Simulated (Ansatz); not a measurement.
`B[O][Al]([Cl])[Cl]` + H₂O → `BO` + `[OH][Al]([Cl])[Cl]` at 298.15 K and 1 bar (formal hydrolysis of a B–O bond).

Computed with Ansatz on PBE0-D4/def2-TZVP structures; ΔE is electronic, products minus reactants. CCSD(T)/CBS adds triple-zeta CCSD(T) − MP2 to the extrapolated MP2 energy (def2 sets, frozen cores). This one scheme is used for every species. Each species was taken in one conformer, which may not be the lowest.

```tsv
species	CCSD(T)/CBS energy (Eh)	H − E (kJ/mol)	S (J/(mol·K))
`B[O][Al]([Cl])[Cl]`	-1262.97636	97.3	364.1
H₂O	-76.37941	66.4	188.7
`BO`	-101.80414	103.5	230.4
`[OH][Al]([Cl])[Cl]`	-1237.55309	61.8	323.3
```

H − E and S are ideal-gas, rigid-rotor, harmonic terms from PBE0-D4/def2-TZVP, for one conformer and one mirror image of each species. 1 Eh = 2625.50 kJ/mol, R = 8.31446 J/(mol·K).

Problem. By hand: ΔE, ΔH, ΔS and ΔG.

Solution. ΔE = (-101.80414) + (-1237.55309) − (-1262.97636) − (-76.37941) = -0.00146 Eh = -3.8 kJ/mol. Δ(H − E) = 103.5 + 61.8 − 97.3 − 66.4 = 1.6, so ΔH = -2.2 kJ/mol. ΔS = 230.4 + 323.3 − 364.1 − 188.7 = 0.9 J/(mol·K). ΔG = -2.2 − 298.15 × (0.9)/1000 = -2.5 kJ/mol.

Problem. By hand: the equilibrium constant, and the temperature at which ΔG would vanish if ΔH and ΔS stayed fixed.

Solution. log₁₀ K = −ΔG/(RT ln 10) = 0.4. ΔH and −TΔS have one sign here, so there is no such temperature.

The number of gas molecules stays the same, so ΔS is small and ΔH decides. The sign of ΔG lies within the doubt. A doubt of 5 kJ/mol in ΔE shifts log₁₀ K by 0.9 here. Other conformers and mirror images would add mixing entropy, several J/(mol·K) or more a flexible species. These are equilibria of isolated gas molecules and say nothing of rates. Largest T1 diagnostic: 0.014 (customary marks: 0.02 for closed shells, 0.045 for open ones).

ΔS is within the doubt of such terms, so its sign, and with it that verdict, could turn.
